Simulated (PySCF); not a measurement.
The metal is changed in MCl3. Isolated molecules, 0 K electronic values unless said otherwise. Multiplicities are imposed; where one is given, others were not computed.

Level of theory: PySCF with BP86-D3(BJ)/def2-TZVP // BP86-D3(BJ)/def2-SVP. 

```tsv
species	coordination number
M = Ti, multiplicity 2 ([Ti(Cl)3])	…
M = Fe, multiplicity 4 ([Fe(Cl)3] (excited quartet))	3
M = Fe, multiplicity 6 ([Fe(Cl)3] (lower sextet))	3
M = Zr, multiplicity 2 ([Zr(Cl)3])	3
M = Pd, multiplicity 2	3
M = Pt, multiplicity 2 ([Pt(Cl)3])	3
```

### Question
Complete the blanks.

### Answer

- M = Ti, multiplicity 2 ([Ti(Cl)3]), coordination number: 3
